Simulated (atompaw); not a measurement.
## PBEsol PAW (atompaw) dataset for helium (He), non-relativistic all-electron reference.

The input file (atompaw 4.2.0.5):

```
He 2
GGA-PBESOL loggrid 1500 logderivrange -3 5 201
1 0 0 0 0 0
0 0 0
v
1
0.60 0.50 0.45 0.45
y
2.55
n
y
0.15
y
0.55
n
custom rrkj vanderbiltortho besselshape
2 0.5 troulliermartins
0.55
0.55
0.60
0.60
PWSCFOUT
UPFDX 0.0125d0 UPFXMIN -7.d0 UPFZMESH 2.d0
END
```

Command:

```bash
atompaw < He.input > He.log
```

Resulting log (summary file):

```
[... start of the log left out ...]
   1  0      2.0000000E+00 -1.1391269E+00

 Total energy
   Total                    :       -5.71544174098792
   Valence                  :       -5.71544174098792

 PAW parameters:
       lmax =            1
         rc =   0.59990151369771372
        irc =          773
   rc_shape =   0.49976311771387660
    rc_vloc =   0.44845368648574152
    rc_core =   0.44845368648574152
   Vloc: Norm-conserving Troullier-Martins with l= 2;e=   5.0000E-01
   Projector type: RRKJ pseudization + Vanderbilt ortho.
   Bessel compensation charge shape zeroed at   4.9976E-01

 Number of basis functions     4
 No.   n  nodes  l      Energy         Cp coeff         Occ
  1    1    0    0   -0.1139127E+01  0.7848793E+03  0.2000000E+01
  2  999    1    0    0.2550000E+01  0.3176802E+03  0.0000000E+00
  3  999    0    1    0.1500000E+00 -0.6068484E+06  0.0000000E+00
  4  999    1    1    0.5500000E+00 -0.5888898E+06  0.0000000E+00

 Eigenvalues of overlap operator (in the basis of projectors):
    1       -2.97638829E+07
    2        1.48635305E+00
    3        5.19612744E+02
    4        1.47662580E+03

The overlap operator has at least one negative eigenvalue!
It might be not positive definite...
Program is stopping.
This probably means that your projectors are too similar
or that your PAW basis is incomplete.
Advice: try to change your input parameters (f.i. : reference energies).
```

The run stopped because the overlap operator built from these waves and projectors is not positive definite.

The run took about 0.14 s on one core of a shared server CPU.
